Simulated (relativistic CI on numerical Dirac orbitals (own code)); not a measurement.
## Hf⁴⁺: 4d photoemission

Computed with this model: Dirac-Coulomb-Breit CI, orbitals from a KLI potential per configuration, model QED (radiative potential, 1s self-energy scaled to tabulated hydrogen-like ionisation energies), valence Slater integrals scaled by 0.7, multiplet model of photoemission in the sudden approximation; configurations [Xe] 4f14 → [Kr] 4d9 4f14 5s2 5p6; 300 K; Lorentzian 4.9 eV and Gaussian 0.6 eV FWHM. Energies are those of the free ion, without screening or charge transfer. The energies are binding energies and can lie tens of eV above those of solids. S is read from ⟨S²⟩ = S(S + 1).

Computed curve for free ion, scaled to 100 at the maximum (points under 2 are left out and the grid is thinned):

Energy (eV), Intensity and a bar:
```
    248.0        2.3 
    248.8        2.5 
    249.6        2.7 
    250.4        3.0 
    251.2        3.3 
    252.0        3.6 
    252.8        4.0 #
    253.6        4.5 #
    254.0        4.8 #
    254.8        5.4 #
    255.6        6.2 #
    256.4        7.2 ##
    257.2        8.3 ##
    258.0        9.9 ##
    258.8       11.9 ###
    259.6       14.5 ####
    260.4       18.1 #####
    261.2       23.1 ######
    262.0       30.3 #########
    262.8       40.9 ############
    263.6       55.9 #################
    264.4       75.4 #######################
    265.2       94.0 ############################
    265.6       99.3 ##############################
    266.4       96.1 #############################
    267.2       79.1 ########################
    268.0       60.4 ##################
    268.8       46.1 ##############
    269.6       36.7 ###########
    270.4       31.2 #########
    271.2       28.5 ########
    272.0       28.4 ########
    272.8       30.8 #########
    273.6       36.2 ###########
    274.4       45.1 #############
    275.2       57.1 #################
    276.0       67.5 ####################
    276.4       69.6 #####################
    277.2       64.5 ###################
    278.0       51.6 ###############
    278.8       38.4 ###########
    279.6       28.4 ########
    280.4       21.4 ######
    281.2       16.5 ####
    282.0       13.1 ###
    282.8       10.6 ###
    283.6        8.8 ##
    284.4        7.4 ##
    285.2        6.4 #
    286.0        5.5 #
    286.8        4.8 #
    287.6        4.3 #
    288.0        4.0 #
    288.8        3.6 
    289.6        3.2 
    290.4        2.9 
    291.2        2.7 
    292.0        2.4 
    292.8        2.3 
    293.6        2.1
```

The ground state has S = 0.00, and the centroid lies at 270.11 eV.
